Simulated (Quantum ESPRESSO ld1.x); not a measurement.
Values are calculated unless marked as measured or tabulated.
The iron ion Fe5+, 21 electrons, occupied as [Ne] 3s2 3p4 3d3 4s2 (not the ground configuration). Level of theory: scalar-relativistic Kohn-Sham, RPBE, spin-unpolarised, spherical densities, point nucleus (ld1.x of Quantum ESPRESSO 7.5).

Unscreened Slater integrals over Kohn-Sham orbitals (hartree). Empty in this configuration: 4p.

F0(4s,4s): 0.48928
F0(4s,3d): 0.61046
G2(4s,3d): 0.062616
F0(4s,3p): 0.61254
G1(4s,3p): 0.053329
F0(4s,3s): 0.61450
G0(4s,3s): 0.039324
F0(4s,4p): 0.46939
G1(4s,4p): 0.31993
F0(3d,3d): 1.1338
F2(3d,3d): 0.55710
F4(3d,3d): 0.35372
F0(3d,3p): 1.1360
F2(3d,3p): 0.55668
G1(3d,3p): 0.67099
G3(3d,3p): 0.42075
F0(3d,3s): 1.1497
G2(3d,3s): 0.51893
F0(3d,4p): 0.57294
F2(3d,4p): 0.15424
G1(3d,4p): 0.052816
G3(3d,4p): 0.051214
F0(3p,3p): 1.1491
F2(3p,3p): 0.58201
F0(3p,3s): 1.1618
G1(3p,3s): 0.77326
F0(3p,4p): 0.57482
F2(3p,4p): 0.15121
G0(3p,4p): 0.039829
G2(3p,4p): 0.048114
F0(3s,3s): 1.1760
F0(3s,4p): 0.57636
G1(3s,4p): 0.045461
F0(4p,4p): 0.45228
F2(4p,4p): 0.24118

Derived for the open shells (J is the average intra-shell exchange parameter used in DFT+U). 3p: J = F2/5 = 0.1164 hartree; in LS coupling 1D lies 6 F2/25 = 0.1397 hartree above 3P. 3d: Racah B = F2/49 - 5 F4/441 = 0.007359 hartree, C = 35 F4/441 = 0.02807 hartree, C/B = 3.81, F4/F2 = 0.635, J = (F2 + F4)/14 = 0.06506 hartree.
